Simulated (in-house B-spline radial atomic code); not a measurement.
Mg⁵⁺. Computed with a B-spline radial atomic code. Model: all-electron spherical atom, spin shells full or empty, radial basis limit, no spin-orbit coupling: exact exchange with a local potential (Slater, KLI or optimised effective potential, whose far tail is KLI's), no correlation.

Exchange potential has not reached -1/r at the last radius.

The run also made RPA and GW results, which its time includes.

The Slater potential averages the orbital exchange potentials with the orbital densities as weights, KLI adds orbital constants, and the optimised effective potential minimises the exact-exchange energy among local potentials. So their energies lie above Hartree-Fock in the order OEP, KLI, Slater. All fall off as −1/r, unlike LDA and GGA exchange.

Command:
```bash
python run_gw.py task.json out
```
Settings (nuclear radius in fm, other lengths in bohr, energies in hartree):
```
Z                      12
electrons              7
configuration          [He] 2s2 2p3
hamiltonian            x2c
method                 oep
lmax                   9
rms_radius             3.057
spin_polarised         True
box_radius             10.43
intervals              101
```

Run time, properties included: 4.6 s on 1 thread of Arm Neoverse N1, with other jobs on the host.

Given: hamiltonian one-electron scalar X2C; mean-field start exchange-only OEP.

Computed: energy above Hartree-Fock 1.3723 millihartree.

```csv
radius (bohr),r times exchange potential up (hartree bohr),r times exchange potential down (hartree bohr)
0.00417,-0.042038,-0.042378
0.00494,-0.049766,-0.050164
0.00585,-0.058875,-0.05934
0.00692,-0.069548,-0.070089
0.0082,-0.082254,-0.082882
0.00971,?,?
0.0115,-0.11464,-0.11547
0.0136,-0.13492,-0.13587
0.0161,-0.15868,-0.15975
0.0191,-0.18656,-0.18776
0.0227,-0.21904,-0.22036
0.0268,-0.25462,-0.25602
0.0318,-0.29582,-0.29727
0.0376,-0.34046,-0.3419
0.0446,-0.38971,-0.39103
0.0528,-0.44095,-0.44211
0.0626,-0.49323,-0.49421
0.0741,-0.54275,-0.54395
0.0878,-0.58618,-0.58879
0.104,-0.61762,-0.62476
0.123,-0.63,-0.64773
0.146,-0.61657,-0.65278
0.173,-0.58344,-0.62976
0.205,-0.57488,-0.55785
0.242,-0.65136,-0.43438
0.287,-0.80404,-0.39178
0.34,?,?
0.403,-1.1038,-0.69883
0.477,-1.2204,-0.78838
0.565,-1.3076,-0.8569
0.669,-1.3548,-0.91298
0.793,-1.3587,-0.95437
0.939,-1.3265,-0.97978
1.11,-1.2735,-0.99259
1.32,-1.2123,-0.99795
1.56,-1.1588,-0.99957
1.85,-1.1114,-0.99988
```

Question: What belongs in the row 0.00971?

Answer: r times exchange potential up (hartree bohr): -0.097145; r times exchange potential down (hartree bohr): -0.09787.

Question: What belongs in the row 0.34?

Answer: r times exchange potential up (hartree bohr): -0.96349; r times exchange potential down (hartree bohr): -0.54998.

```tsv
occupied	level (hartree)	Hartree-Fock level (hartree)
1s up	-52.396	-54.585
1s down	-52.35	-54.264
2s up	?	?
2s down	-7.3498	-7.3498
2p up	-6.9217	-6.9211
```

Question: What belongs in the row 2s up?

Answer: level (hartree): -8.049; Hartree-Fock level (hartree): -8.27.

```csv
empty,level (hartree)
2p down,-6.1844
3s up,-2.8338
3s down,-2.6689
3p up,-2.5357
3p down,-2.3745
3d up,-2.2202
3d down,?
4s up,?
4s down,-1.3867
4p up,-1.3203
4p down,-1.2728
```

Question: What belongs in the row 3d down?

Answer: level (hartree): -2.0458.

Question: What belongs in the row 4s up?

Answer: level (hartree): -1.4338.

The highest level, 2p up, differs from Hartree-Fock by -0.017 eV and the deepest, 1s up, by +59.6 eV: a local potential can match the highest level but can't give each shell its own exchange.
